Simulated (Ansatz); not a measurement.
BrClGeH₄Si, SMILES `[Cl][GeH2][SiH2]Br`, relaxed with RKS PBE0-D4/def2-TZVP in Ansatz 0.2.0 from a PBE-D4/def2-SVP geometry. The force threshold is 0.005 eV/Å; the program also tests the step.

Charge 0, multiplicity 1.

Start:

```xyz
8

Cl    0.132    2.495    0.870
Ge   -0.772    0.878   -0.296
Si    0.689   -1.002   -0.013
Br    0.729   -1.517    2.169
H    -2.191    0.634    0.277
H    -0.858    1.370   -1.767
H     0.189   -2.195   -0.781
H     2.082   -0.662   -0.459
```

Question: How much energy does the relaxation release, and in how many steps? (An estimate is asked.)

Answer: The calculation gave: 2.26 kJ/mol, in 9 steps.

Question: Which bonds change most? (Best estimate.)

Answer: Computed: Cl1–Ge2 from 2.189 to 2.162 Å; Si3–Br4 from 2.241 to 2.218 Å; Si3–H7 from 1.505 to 1.485 Å; Si3–H8 from 1.502 to 1.482 Å.

Question: Give the relaxed structure. (Best estimate.)

Answer: Computed: 
```xyz
8

Cl    0.130    2.498    0.819
Ge   -0.763    0.872   -0.291
Si    0.687   -0.997   -0.010
Br    0.704   -1.548    2.139
H    -2.159    0.643    0.305
H    -0.871    1.345   -1.750
H     0.204   -2.165   -0.789
H     2.067   -0.647   -0.422
```
